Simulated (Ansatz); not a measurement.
C$_{2}$H$_{6}$AlNS (`CC(=S)[NH][AlH2]`) at its PBE0-D4/def2-TZVP geometry, where that method's forces vanish. Charge 0, multiplicity 1.

```tsv
atom	x (Å)	y (Å)	z (Å)
C1	1.259	-0.530	0.548
C2	-0.182	-0.944	0.519
S3	-0.701	-2.330	1.230
N4	-1.027	-0.103	-0.133
Al5	-0.787	1.466	-1.005
H6	1.654	-0.446	-0.468
H7	1.368	0.452	1.017
H8	1.848	-1.257	1.100
H9	-1.972	-0.473	-0.097
H10	-2.113	2.066	-1.610
H11	0.652	2.099	-1.101
```

For each bond, give half the difference of the two atoms' forces along it (eV/Å; positive pushes the atoms apart) under PBE-D4, r2SCAN-D4, B3LYP-D4, ωB97M-V in def2-TZVPP. (Estimate.)

Computed: 
```csv
bond,length (Å),PBE-D4,r2SCAN-D4,B3LYP-D4,ωB97M-V
C1–C2,1.499,-0.13,0.01,0.09,0.18
C1–H6,1.094,0.11,-0.02,-0.06,-0.09
C1–H7,1.094,0.11,-0.02,-0.06,-0.09
C1–H8,1.086,0.10,-0.04,-0.08,-0.08
C2–S3,1.642,0.30,0.11,0.14,-0.18
C2–N4,1.360,0.23,0.20,0.13,0.23
N4–Al5,1.810,-0.03,-0.06,0.02,0.00
N4–H9,1.015,0.20,0.01,-0.06,-0.08
Al5–H10,1.577,0.01,-0.04,-0.10,-0.12
Al5–H11,1.575,0.01,-0.03,-0.08,-0.11
```

B3LYP here is the variant with VWN-RPA as its local correlation; programs differ in this.
